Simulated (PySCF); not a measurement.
Radial density of As⁺ (arsenic, charge +1)

r2SCAN, [Ar] 3d10 4s2 4p2, high-spin 3P determinant. All numbers are calculated (PySCF 2.14, a scalar-relativistic core potential, in cc-pVDZ-PP with ECP10MDF). This is the valence pseudo-density: the core potential removes the inner electrons and smooths the orbitals near the nucleus.

| r (bohr) | 4πr²ρ (e/bohr) | 4πr²(ρα − ρβ) |
| --- | --- | --- |
| 0.000667 | 1.166e-05 | 0.0000 |
| 0.00112 | 3.294e-05 | 0.0000 |
| 0.00189 | 9.280e-05 | 0.0000 |
| 0.00317 | 0.0002595 | 0.0000 |
| 0.00534 | 0.0007102 | 0.0000 |
| 0.00898 | 0.001838 | 0.0000 |
| 0.0151 | 0.004177 | 0.0000 |
| 0.0254 | 0.007903 | 0.0000 |
| 0.0427 | 0.01770 | 0.0000 |
| 0.0719 | 0.1036 | 0.0000 |
| 0.121 | 0.9117 | -0.0002 |
| 0.203 | 5.551 | 0.0093 |
| 0.342 | 21.11 | 0.1082 |
| 0.575 | 28.92 | 0.0902 |
| 0.968 | 9.330 | 0.1142 |
| 1.63 | 2.969 | 0.9589 |
| 2.74 | 1.061 | 0.6564 |
| 4.61 | 0.07633 | 0.0644 |
| 7.75 | 0.0001785 | 0.0002 |

Energies and moments cover only the electrons outside the core potential.
